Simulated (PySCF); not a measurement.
C4H10CdO, SMILES C[C](C)(C)[Cd][OH], GFN2-xTB optimised geometry.

```
16

Cd    -1.02     0.07     0.00
C      1.18     0.07     0.00
C      1.86    -1.29     0.00
C      1.58     0.86    -1.25
C      1.58     0.87     1.25
H      2.94    -1.17     0.01
H      1.59    -1.87    -0.88
H      1.59    -1.87     0.89
H      1.34     0.30    -2.16
H      1.07     1.82    -1.28
H      2.66     1.05    -1.25
H      1.06     1.83     1.27
H      1.34     0.31     2.16
H      2.66     1.06     1.24
O     -1.98     1.85     0.00
H     -2.94     1.87     0.00
```

Density from PBE0/def2-TZVP, def2 effective core potentials past Kr (PySCF 2.14.0) at that geometry. The core electrons that the potentials of Cd replace are not part of the density.

Minimum of the electron density along straight lines between bonded atoms, close to the bond critical point (lines longer than 1.1 times the sum of covalent radii, or with two minima, are not listed):

```
bond     length / Å  ρ at the minimum / e bohr⁻³  ∇²ρ there / e bohr⁻⁵  position (fraction from the first atom)
-------  ----------  ---------------------------  --------------------  ---------------------------------------
Cd1–C2        2.199                            ?                  0.15                                     0.52
C2–C3         1.527                        0.247                 -0.61                                     0.50
C2–C4         1.528                        0.246                 -0.60                                     0.50
C2–C5         1.528                        0.246                 -0.60                                     0.50
C3–H6         1.095                        0.274                 -0.92                                     0.64
C3–H7         1.090                        0.278                 -0.95                                     0.64
C3–H8         1.090                        0.278                 -0.95                                     0.64
C4–H9         1.093                        0.276                 -0.94                                     0.64
C4–H10        1.094                        0.277                 -0.94                                     0.64
C4–H11        1.094                        0.273                 -0.92                                     0.64
C5–H12        1.094                        0.277                 -0.94                                     0.64
C5–H13        1.093                        0.276                 -0.94                                     0.64
C5–H14        1.094                        0.273                 -0.92                                     0.64
Cd1–O15       2.020                        0.102                     ?                                     0.52
O15–H16       0.960                            ?                 -2.38                                     0.80
```

What belongs in the gaps?


- Cd1–C2, ρ at the minimum / e bohr⁻³: 0.088
- Cd1–O15, ∇²ρ there / e bohr⁻⁵: 0.51
- O15–H16, ρ at the minimum / e bohr⁻³: 0.361
